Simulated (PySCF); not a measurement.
**SeN: frontier orbitals**

B3LYP at R = 1.661 Å; basis Se cc-pVDZ-PP with ECP10, N cc-pVDZ; scalar-relativistic core potentials; PySCF 2.14. State: ²Π (doublet), unpaired electrons π ↑. Only the outer orbitals are listed, counted within each symmetry, core potentials removing the inner ones.

```tsv
spin	orbital	occ.	ε (eV)	on Se (%)	main shells (%)
α	5σ	1	-24.39	42	51 N s, 35 Se s
α	6σ	1	-16.83	67	57 Se s, 32 N s, 9 Se p
α	3π	1	-10.18	42	58 N p, 41 Se p
α	7σ	1	-9.83	35	54 N p, 31 Se p, 11 N s
α	3π	1	-9.62	53	52 Se p, 46 N p
α	4π	1	-5.80	61	59 Se p, 39 N p
α	4π	0	-3.79	51	49 N p, 48 Se p
α	8σ	0	0.85	89	74 Se p, 18 N p, 9 Se d
α	9σ	0	9.64	102	92 Se s
β	5σ	1	-23.68	49	44 N s, 42 Se s
β	6σ	1	-16.04	64	51 Se s, 35 N s, 12 Se p
β	7σ	1	-9.36	33	53 N p, 30 Se p, 14 N s
β	3π	1	-9.32	63	62 Se p, 36 N p
β	3π	1	-8.56	67	66 Se p, 33 N p
β	4π	0	-3.30	41	59 N p, 38 Se p
β	4π	0	-2.37	38	62 N p, 35 Se p
β	8σ	0	1.11	87	72 Se p, 19 N p, 9 Se d
```

Task: Which are the highest filled and the lowest empty level, where do they sit, and how wide is the gap?

Result: Highest filled α 4π at -5.80 eV (in %: 59 Se p, 39 N p); lowest empty α 4π at -3.79 eV (in %: 49 N p, 48 Se p); the gap at B3LYP is 2.01 eV. Both belong to one degenerate shell, split only by its one-sided filling, so this is no excitation gap.

* bond order (Mayer): 2.39
* ⟨S²⟩: 0.764
* charge on Se (Mulliken, basis-dependent): 0.24
* charge on Se (Löwdin, basis-dependent): 0.36
* dipole moment (positive dipole means Se(−)N(+)): -2.04 D
* polarisability along the bond: 33.4 bohr³
* polarisability across the bond: 14.0 bohr³

Shares are Mulliken populations and can fall outside 0 to 100 %.

Spin–orbit coupling is left out. The state is the lowest determinant that a PBE0 search found; another state may lie lower at other levels.
